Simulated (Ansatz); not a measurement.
A set of 12 reactions (silylene extrusion), with CCSD(T)/CBS values in kJ/mol:

```tsv
reaction	ΔE
`FC(Cl)=C=C[SiH3]` → `C=C=C(F)Cl` + `[SiH2]`	242.8
`C[SiH](O)[GeH2][OH]` → `[OH][GeH3]` + `C[Si]O`	188.7
`C[SiH](Cl)[SnH3]` → `C[Si]Cl` + `[SnH4]`	218.2
`N#CN[SiH2]O` → `N#CN` + `O[SiH]`	257.5
`B[SiH2]BO` → `BBO` + `[SiH2]`	221.1
`C[SiH](F)P` → `C[Si]F` + PH₃	215.8
`O[SiH2][AlH][SiH3]` → `[AlH2][SiH3]` + `O[SiH]`	177.5
`FCC[SiH2]Cl` → `CCF` + `[SiH]Cl`	193.4
`C=C[Si](N)(F)OC` → `C=CF` + `CO[Si]N`	372.6
`CN([SiH2]O)[SiH](F)F` → `F[Si]F` + `CN[SiH2]O`	230.6
`O[SiH](O)[CH2][GeH3]` → `[CH3][GeH3]` + `O[Si]O`	145.9
`O[SiH2][S][GeH3]` → `O[SiH]` + `[SH][GeH3]`	259.3
```

Gas-phase electronic energies from Ansatz, PBE0-D4/def2-TZVP geometries. CCSD(T)/CBS adds triple-zeta CCSD(T) − MP2 to the extrapolated MP2 energy (def2 sets, frozen cores). This one scheme is used for every species. Functionals use def2-TZVPP. B3LYP here is the variant with VWN-RPA as its local correlation; programs differ in this. def2 core potentials past Kr. For Ge, Sn outer-core shells are correlated without core-valence functions, which leaves a few kJ/mol of doubt a bond. Scalar relativity is left out up to krypton. Each species was taken in one conformer, which may not be the lowest.

**Question.** Give the mean, mean absolute and largest difference (level minus CCSD(T)/CBS, kJ/mol) for: ωB97X-V, ωB97M-V, B2PLYP, PBE, r2SCAN, B3LYP, HF/def2-TZVPP, CCSD(T)/def2-TZVPP, HF/def2-QZVPP, MP2/def2-QZVPP, SCS-MP2/def2-QZVPP, HF/CBS(def2), MP2/CBS(def2), CCSD/CBS(def2). (An estimate is asked.)

**Answer.** Ansatz gave: 
```
             level   mean  mean absolute  largest
           ωB97X-V    5.1            6.1     10.6
           ωB97M-V  -10.9           10.9    -16.3
            B2PLYP  -11.6           11.6    -18.7
               PBE  -16.1           18.0    -50.3
            r2SCAN   10.7           11.8     24.1
             B3LYP  -25.7           25.7    -40.2
     HF/def2-TZVPP  -14.8           14.8    -35.0
CCSD(T)/def2-TZVPP   -6.6            6.6    -11.7
     HF/def2-QZVPP  -14.8           14.8    -34.9
    MP2/def2-QZVPP   13.8           13.8     19.9
SCS-MP2/def2-QZVPP    2.9            3.9      8.0
      HF/CBS(def2)  -14.8           14.8    -34.9
     MP2/CBS(def2)   16.6           16.6     22.4
    CCSD/CBS(def2)   -2.4            2.6     -7.4
```

The largest T1 diagnostic in the set is 0.016, for `O[SiH]` (customary mark 0.02).

CCSD(T)/CBS is a level of theory with its own doubt, and the functionals carry their triple-zeta basis error, so these figures describe this set and don't rank the functionals.
